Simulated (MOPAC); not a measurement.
MOPAC input (PM3):

```
PM3 PRECISE GNORM=0.05 LET XYZ UHF MS=0.5 GEO-OK AUX(PRECISION=9) THREADS=1
BO2

O    -0.00000000 1   -0.00000000 1   -1.26121000 1
B     0.00000000 1    0.00000000 1    0.00000000 1
O     0.00000000 1    0.00000000 1    1.26121000 1
```

Output:

```
 *******************************************************************************
 **                                                                           **
 **                              MOPAC v23.2.5                                **
 **                                                                           **
 *******************************************************************************
 ** MOPAC's Digital Object Identifier: https://doi.org/10.5281/zenodo.6511958 **
 **                                                                           **
 ** Please cite the open-source release paper for use of this MOPAC version:  **
 ** J. E. Moussa and J. J. P. Stewart (2026)                                  **
 ** MOPAC: An open-source semiempirical molecular orbital program             **
 ** J. Open Source Softw., 11(119), 8025, https://doi.org/10.21105/joss.08025 **
 *******************************************************************************

                              PM3 CALCULATION RESULTS

 *******************************************************************************
 *  PM3        - The PM3 Hamiltonian to be used
 *  GEO-OK     - OVERRIDE INTERATOMIC DISTANCE AND OTHER SAFETY CHECKS
 *  UHF        - UNRESTRICTED HARTREE-FOCK CALCULATION
 *  MS=        - IN MECI, MAGNETIC COMPONENT OF SPIN =  0.5
 *  LET        - OVERRIDE SOME SAFETY CHECKS
 *  PRECISE    - TIGHTER CRITERIA TO BE USED
 *  XYZ        - CARTESIAN COORDINATE SYSTEM TO BE USED
 *  GNORM      - EXIT WHEN GRADIENT NORM DROPS BELOW 0.050
 *  AUX        - OUTPUT AUXILIARY INFORMATION
 *******************************************************************************
PM3 PRECISE GNORM=0.05 LET XYZ UHF MS=0.5 GEO-OK AUX(PRECISION=9) THREADS=1
 BO2

   ATOM   CHEMICAL          X               Y               Z
  NUMBER   SYMBOL      (ANGSTROMS)     (ANGSTROMS)     (ANGSTROMS)

     1       O         -0.00000000  *  -0.00000000  *  -1.26121000  *
     2       B          0.00000000  *   0.00000000  *   0.00000000  *
     3       O          0.00000000  *   0.00000000  *   1.26121000  *

          CARTESIAN COORDINATES

    NO.       ATOM           X           Y           Z

     1         O         -0.0000     -0.0000     -1.2612
     2         B          0.0000      0.0000      0.0000
     3         O          0.0000      0.0000      1.2612

  B: (PM3): J. J. P. STEWART, J. MOL. MOD., 10, 155-164 (2004)
  O: (PM3): J. J. P. STEWART, J. COMP. CHEM. 10, 209 (1989).

           Empirical Formula: O2 B  =     3 atoms

      MOLECULAR POINT GROUP   :   D*h

          UHF CALCULATION, NO. OF ALPHA ELECTRONS =    8
                           NO. OF BETA  ELECTRONS =    7

          Geometry optimization using EF

          DIAGONAL MATRIX USED AS START HESSIAN

 CYCLE:     1  GRAD.:    15.615 HEAT: -85.10327
 CYCLE:     2  GRAD.:   169.554 HEAT: -79.46620
 CYCLE:     3  GRAD.:     2.177 HEAT: -85.16200
 CYCLE:     4  GRAD.:     0.270 HEAT: -85.16306
 CYCLE:     5  GRAD.:     0.002 HEAT: -85.16308

     GRADIENT =  0.00245 IS LESS THAN CUTOFF =  0.05000

 -------------------------------------------------------------------------------
 PM3 PRECISE GNORM=0.05 LET XYZ UHF MS=0.5 GEO-OK AUX(PRECISION=9) THREADS=1
 BO2

     GEOMETRY OPTIMISED USING EIGENVECTOR FOLLOWING (EF).
     SCF FIELD WAS ACHIEVED

                              PM3 CALCULATION
                                                       MOPAC v23.2.5 Linux

          FINAL HEAT OF FORMATION =        -85.16308 KCAL/MOL =    -356.32232 KJ/MOL

          COSMO AREA              =         68.90 SQUARE ANGSTROMS
          COSMO VOLUME            =         50.57 CUBIC ANGSTROMS

          GRADIENT NORM           =          0.00245          =       0.00142 PER ATOM
          IONIZATION POTENTIAL    =         12.918263 EV
          ALPHA SOMO LUMO (EV)    =        -13.450  1.188
          BETA  SOMO LUMO (EV)    =        -12.918 -3.744
          NO. OF ALPHA ELECTRONS  =          8
          NO. OF BETA  ELECTRONS  =          7
          MOLECULAR WEIGHT        =         42.8088         POINT GROUP:  D*h

          MOLECULAR DIMENSIONS (Angstroms)

            Atom       Atom       Distance
            O     3    O     1     2.51165
            B     2    O     1     0.00000
            O     3    O     1     0.00000

          SCF CALCULATIONS        =          6

   ATOM   CHEMICAL          X               Y               Z
  NUMBER   SYMBOL      (ANGSTROMS)     (ANGSTROMS)     (ANGSTROMS)

     1       O          0.00000000  *  -0.00000000  *  -1.25582260  *
     2       B         -0.00000000  *   0.00000000  *  -0.00000000  *
     3       O          0.00000000  *  -0.00000000  *   1.25582260  *

                             CARTESIAN COORDINATES

   1    O        0.000000000    -0.000000000    -1.255822597
   2    B       -0.000000000     0.000000000    -0.000000004
   3    O        0.000000000    -0.000000000     1.255822600

           Empirical Formula: O2 B  =     3 atoms

      MOLECULAR POINT GROUP   :   D*h

          ALPHA EIGENVALUES
 -38.83668 -36.24812 -20.30381 -18.16413 -17.69845 -15.55920 -14.29971 -13.45042
   1.18828   1.24941   2.53711   5.04944

           BETA EIGENVALUES
 -38.59090 -36.05167 -20.10371 -17.49532 -15.82644 -15.16182 -12.91826  -3.74433
   1.19432   2.29313   2.59196   5.09254

              NET ATOMIC CHARGES AND DIPOLE CONTRIBUTIONS

  ATOM NO.   TYPE          CHARGE      No. of ELECS.   s-Pop       p-Pop
    1          O           0.074682        5.9253     1.79819     4.12712
    2          B          -0.149365        3.1494     1.00197     2.14739
    3          O           0.074682        5.9253     1.79819     4.12712
 DIPOLE           X         Y         Z       TOTAL
 POINT-CHG.     0.000    -0.000     0.000     0.000
 HYBRID         0.000     0.000    -0.000     0.000
 SUM            0.000     0.000     0.000     0.000

          ATOMIC ORBITAL ELECTRON POPULATIONS

     Atom    s        px        py        pz
    1  O   1.79819   1.68106   1.10493   1.34114
    2  B   1.00197   0.63788   0.79014   0.71937
    3  O   1.79819   1.68106   1.10493   1.34114

                    (SZ)    =    0.500000
                    (S**2)  =    0.820250

          ATOMIC ORBITAL SPIN POPULATIONS

    Atom   Total    s     px     py     pz
         Atomic
    1  O  0.6637 -0.001  0.015  0.627  0.022
    2  B -0.3274 -0.025 -0.030 -0.255 -0.018
    3  O  0.6637 -0.001  0.015  0.627  0.022

 **********************
 *                    *
 * JOB ENDED NORMALLY *
 *                    *
 **********************

 == MOPAC DONE ==
```

The geometry given is a B3LYP-D3(BJ)/def2-TZVP minimum.
